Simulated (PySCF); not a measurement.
Si(Cl)2(H)(nBu), SMILES CCCC[SiH](Cl)Cl, GFN2-xTB optimised geometry.

```
17

Si    -0.42    -0.96     0.00
Cl    -1.04     0.96     0.00
Cl    -1.05    -1.87    -1.69
C     -1.15    -1.87     1.50
C     -0.75    -1.25     2.84
C     -1.37    -2.00     4.02
C     -0.97    -1.38     5.36
H      1.04    -0.96     0.00
H     -2.24    -1.88     1.43
H     -0.83    -2.91     1.49
H      0.33    -1.25     2.94
H     -1.08    -0.21     2.88
H     -2.46    -1.99     3.93
H     -1.04    -3.04     3.99
H     -1.42    -1.93     6.18
H      0.11    -1.40     5.48
H     -1.30    -0.35     5.41
```

Density from CAM-B3LYP/def2-SVP in PySCF at that geometry.

Minimum of the electron density along straight lines between bonded atoms, close to the bond critical point (lines longer than 1.1 times the sum of covalent radii, or with two minima, are not listed):

```tsv
bond	length / Å	ρ at the minimum / e bohr⁻³	∇²ρ there / e bohr⁻⁵	position (fraction from the first atom)
Si1–Cl2	2.019	0.098	0.32	0.37
Si1–Cl3	2.022	0.098	0.33	0.37
Si1–C4	1.902	0.117	0.28	0.38
C4–C5	1.530	0.241	-0.54	0.51
C5–C6	1.527	0.247	-0.57	0.50
C6–C7	1.524	0.246	-0.58	0.50
Si1–H8	1.458	0.123	0.33	0.49
C4–H9	1.094	0.271	-0.97	0.63
C4–H10	1.092	0.272	-0.97	0.63
C5–H11	1.092	0.277	-1.01	0.62
C5–H12	1.092	0.278	-1.02	0.63
C6–H13	1.092	0.276	-1.01	0.62
C6–H14	1.093	0.276	-1.01	0.62
C7–H15	1.087	0.277	-1.02	0.63
C7–H16	1.088	0.277	-1.02	0.63
C7–H17	1.088	0.277	-1.02	0.63
```
